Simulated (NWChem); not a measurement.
A series in which one site is exchanged, each optimised at PBE0/def2-SVP with NWChem, gas phase unless a solvent is named. All stand in one matching conformer (torsions within 35°), which need not be the lowest. Low-valent species are run as closed-shell singlets; no triplet was tried in these runs. For some, no frequency run checked for a minimum. def2 effective core potentials on Sn; no spin-orbit coupling.

A: C[O][Sn][F] (CH3FOSn; site = Sn)
B: C[O][Ge][F] (CH₃FGeO; site = Ge)
C: CO[Si]F (CH3FOSi; site = Si)

Values for A:

| Property | Value |
|---|---|
| dipole (D), PBE0/def2-SVP | 1.78 |
| orbital gap (eV), PBE0/def2-SVP | 5.46 |
| static polarisability, PBE/def2-SVPD (bohr³) | 60.0 |
| lowest singlet excitation, PBE/def2-SVPD, TDA (eV) | 3.63 |

### Question
How do these values change for the other members?

### Answer
```csv
change from A,B,C
"dipole (D), PBE0/def2-SVP",-1.08,-0.40
"orbital gap (eV), PBE0/def2-SVP",+0.84,+0.79
"static polarisability, PBE/def2-SVPD (bohr³)",-9.8,-11.9
"lowest singlet excitation, PBE/def2-SVPD, TDA (eV)",+0.91,+1.62
```
